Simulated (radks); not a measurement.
Values are calculated unless marked as measured or tabulated.
Q: These are the eigenvalues of the occupied orbitals of an atom or ion with whole-number occupations (hartree). Code: a radial shooting solver on a logarithmic mesh with Libxc functionals. Model: scalar-relativistic Kohn-Sham, PBEsol, spin-polarised, spherical densities, finite nucleus; Fermi nuclear charge, rms radius of each element as measured or else 0.836 A^(1/3) + 0.57 fm.

1s: -3054.825
2s: -542.0497
2p: -467.7557
3s: -129.1630
3p: -107.6862
3d: -85.03012
4s: -28.93405
4p: -21.88880
4d: -13.51584
5s: -5.04860
4f: -4.23152
5p: -3.15360
5d: -1.05880

Which element is it, and in what charge state? The configuration may be excited. Open shells, if any, are filled with parallel spins first.

A: Z = 80, mercury, charge +2: Hg2+ in [Xe] 4f14 5d10. The list shows which subshells hold electrons but not how many an open one holds; the 1s level, -3054.8 hartree, gives Z - s = 78.2 by -(Z - s)^2/2, which with screening and relativity narrows Z to a few neighbours, and the depths of the outer levels then fix element, charge and occupations together.
